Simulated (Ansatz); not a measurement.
System: dichloro(fluoro)borane, sum formula BCl2F, charge 0, multiplicity 1. SMILES: FB(Cl)Cl
Structure (B3LYP-D3(BJ)/def2-TZVP (Ansatz, a first-principles code) minimum search):
```xyz
4

B     -0.0055     0.3570     0.0037
F     -0.0258     1.6710     0.0174
Cl    -1.5169    -0.5180    -0.0381
Cl     1.5322    -0.4717     0.0278
```

Quantity: vertical triplet-singlet gap (E(triplet) - E(singlet); each state is the SCF solution reached for its spin; for the triplet the Hartree-Fock reference is unstable and T1 is 0.020), in eV. Cores are frozen in the correlated levels unless marked. Open shells are spin-unrestricted. Spin-orbit coupling is left out. No relativistic terms.  The program attaches cautions to a run behind CCSD/aug-cc-pV(D+d)Z: other roots.

| level | program | vertical triplet-singlet gap (eV) |
|---|---|---|
| B3LYP/def2-TZVPD | Ansatz | 6.37 |
| CAM-B3LYP/def2-TZVPD | Ansatz | 6.64 |
| wB97M-V/def2-TZVPD | Ansatz | 6.94 |
| wB97X-V/def2-TZVPD | Ansatz | 6.95 |
| RI-MP2/aug-cc-pV(Q+d)Z | Ansatz | 7.55 |
| CCSD/aug-cc-pV(D+d)Z | Ansatz | 7.14 |
